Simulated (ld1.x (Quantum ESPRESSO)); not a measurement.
u(r) = r·R(r): atom against pseudo-atom (Cd (Z = 48))

Columns: radius, all-electron u(r) and pseudo u(r) of the 4s shell (level -107.82 eV) of cadmium in the configuration [Ar] 3d10 4s2 4p6 4d10 5s1.75 5p0; BLYP, scalar-relativistic, RRKJ scheme, ld1.x (Quantum ESPRESSO) 7.5.

```csv
r (bohr),all-electron,pseudo
0.078,-0.4407,-0.0317
0.155,0.0244,-0.0855
0.232,0.6228,-0.1778
0.310,0.6351,-0.3162
0.388,0.2433,-0.4927
0.465,-0.2538,-0.6871
0.542,-0.6903,-0.8778
0.620,-1.0039,-1.0427
0.698,-1.1827,-1.1592
0.775,-1.2481,-1.2159
0.852,-1.2325,-1.2140
0.930,-1.1623,-1.1603
1.008,-1.0608,-1.0688
1.085,-0.9469,-0.9571
1.162,-0.8305,-0.8382
1.240,-0.7172,-0.7211
1.318,-0.6126,-0.6139
1.395,-0.5200,-0.5201
1.472,-0.4383,-0.4383
1.550,-0.3666,-0.3666
1.628,-0.3051,-0.3051
1.705,-0.2536,-0.2536
1.782,-0.2101,-0.2101
1.860,-0.1732,-0.1732
1.938,-0.1424,-0.1424
2.015,-0.1171,-0.1171
```

(1) How many radial nodes do the two functions have?

(2) At about which radius was the pseudo-wave matched?

(3) Is the pseudo-wave norm-conserving?

Results:

(1) The all-electron 4s function has n − l − 1 = 3 (the table is too coarse to show those close to the nucleus); the pseudo-wave has 0, since the states of the same l below it are removed with the core.

(2) 1.45 bohr, where the columns begin to agree (steps of 0.08 bohr).

(3) Yes: the RRKJ scheme keeps the norm inside the radius equal to the all-electron one, which fixes the energy derivative of the logarithmic derivative at the level.
